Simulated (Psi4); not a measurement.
Computed with SAPT0/jun-cc-pVDZ, all electrons correlated run with Psi4.

Psi4 input:

```
molecule {
0 1
Si 0.00000203 -0.00000334 -0.00000197
H -0.43337456 1.06295592 -0.93473885
H 1.16600609 -0.71252312 -0.56937654
H -1.11001018 -0.95718237 0.20763681
H 0.37737663 0.60675292 1.29648056
--
1 1
Li -1.04325623 2.56025797 -2.25051487
units angstrom
symmetry c1
no_reorient
no_com
}
set basis jun-cc-pvdz
set scf_type df
set freeze_core false
energy('sapt0')
```

Part of the output:

```
    SAPT Results
  --------------------------------------------------------------------------------------------------------
    Electrostatics                 -2.29878624 [mEh]      -1.44251014 [kcal/mol]      -6.03546244 [kJ/mol]
      Elst10,r                     -2.29878624 [mEh]      -1.44251014 [kcal/mol]      -6.03546244 [kJ/mol]

    Exchange                        2.53420876 [mEh]       1.59024000 [kcal/mol]       6.65356418 [kJ/mol]
      Exch10                        2.53420876 [mEh]       1.59024000 [kcal/mol]       6.65356418 [kJ/mol]
      Exch10(S^2)                   2.53251557 [mEh]       1.58917751 [kcal/mol]       6.64911872 [kJ/mol]

    Induction                     -14.86891876 [mEh]      -9.33038739 [kcal/mol]     -39.03834082 [kJ/mol]
      Ind20,r                     -16.16972903 [mEh]     -10.14665816 [kcal/mol]     -42.45361773 [kJ/mol]
      Exch-Ind20,r                  2.03542892 [mEh]       1.27725093 [kcal/mol]       5.34401789 [kJ/mol]
      delta HF,r (2)               -0.73461865 [mEh]      -0.46098016 [kcal/mol]      -1.92874099 [kJ/mol]

    Dispersion                     -0.04307530 [mEh]      -0.02703016 [kcal/mol]      -0.11309419 [kJ/mol]
      Disp20                       -0.05520862 [mEh]      -0.03464393 [kcal/mol]      -0.14495021 [kJ/mol]
      Exch-Disp20                   0.01213331 [mEh]       0.00761377 [kcal/mol]       0.03185601 [kJ/mol]
      Disp20 (SS)                  -0.02760431 [mEh]      -0.01732197 [kcal/mol]      -0.07247510 [kJ/mol]
      Disp20 (OS)                  -0.02760431 [mEh]      -0.01732197 [kcal/mol]      -0.07247510 [kJ/mol]
      Exch-Disp20 (SS)              0.01152649 [mEh]       0.00723298 [kcal/mol]       0.03026280 [kJ/mol]
      Exch-Disp20 (OS)              0.00060682 [mEh]       0.00038079 [kcal/mol]       0.00159322 [kJ/mol]

  Total HF                        -14.63349624 [mEh]      -9.18265752 [kcal/mol]     -38.42023908 [kJ/mol]
  Total SAPT0                     -14.67657154 [mEh]      -9.20968768 [kcal/mol]     -38.53333327 [kJ/mol]
```
